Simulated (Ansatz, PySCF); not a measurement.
The pair A = CH6Ge (SMILES [CH3][GeH3]) (first 8 atoms), B = H2O (SMILES O); geometry from B3LYP-D3(BJ)/def2-TZVP.
(charge 0, multiplicity 1):
```json
[
 {"atom": "C", "x (Å)": "-0.2534", "y (Å)": "1.6308", "z (Å)": "0.3515"},
 {"atom": "Ge", "x (Å)": "0.3611", "y (Å)": "-0.2209", "z (Å)": "0.1646"},
 {"atom": "H", "x (Å)": "-0.6939", "y (Å)": "1.7587", "z (Å)": "1.3388"},
 {"atom": "H", "x (Å)": "-0.9997", "y (Å)": "1.8584", "z (Å)": "-0.4089"},
 {"atom": "H", "x (Å)": "0.5838", "y (Å)": "2.3187", "z (Å)": "0.2376"},
 {"atom": "H", "x (Å)": "1.4122", "y (Å)": "-0.5617", "z (Å)": "1.2425"},
 {"atom": "H", "x (Å)": "0.9994", "y (Å)": "-0.4664", "z (Å)": "-1.2169"},
 {"atom": "H", "x (Å)": "-0.8151", "y (Å)": "-1.2079", "z (Å)": "0.3263"},
 {"atom": "O", "x (Å)": "-0.9753", "y (Å)": "-0.1889", "z (Å)": "3.3341"},
 {"atom": "H", "x (Å)": "-0.0605", "y (Å)": "-0.4833", "z (Å)": "3.4009"},
 {"atom": "H", "x (Å)": "-1.4154", "y (Å)": "-0.8687", "z (Å)": "2.8123"}
]
```

Rows in 6-31G* carry no dispersion term and start afresh at each structure (6-31G* with six Cartesian d functions); the Pople sets are all-electron and without relativity. MP2/6-31G* freezes PySCF's default core, which leaves 3d correlated.

Programs: Ansatz (Gaussian orbitals); PySCF for 6-31G* rows. Each number belongs to the level named beside it.

Total energies (hartree), monomers frozen at their geometry in the pair:

| structure | B3LYP/6-31G* | B3LYP/def2-TZVPPD | MP2/6-31G* |
|---|---|---|---|
| AB | -2194.8906699 | -2195.2533319 | -2193.0149994 |
| A in the pair's basis | -2118.4762552 | -2118.7832873 | -2116.8126978 |
| B in the pair's basis | -76.4140601 | -76.4694685 | -76.2018194 |
| A | -2118.4761212 | -2118.7831910 | -2116.8122768 |
| B | -76.4088773 | -76.4694425 | -76.1967840 |

Problem. Work out the interaction energy without and with the counterpoise correction, and the superposition error, for each level.

Solution. 
E(AB) − E(A) − E(B), times 627.509 kcal/mol, with the monomers in their own basis and then in the pair's basis:
- B3LYP/6-31G*: -3.56 uncorrected, -0.22 corrected; the monomers gain 3.34 kcal/mol from borrowed functions
- B3LYP/def2-TZVPPD: -0.44 uncorrected, -0.36 corrected; the monomers gain 0.08 kcal/mol from borrowed functions
- MP2/6-31G*: -3.73 uncorrected, -0.30 corrected; the monomers gain 3.42 kcal/mol from borrowed functions

Ansatz is an electronic-structure program.
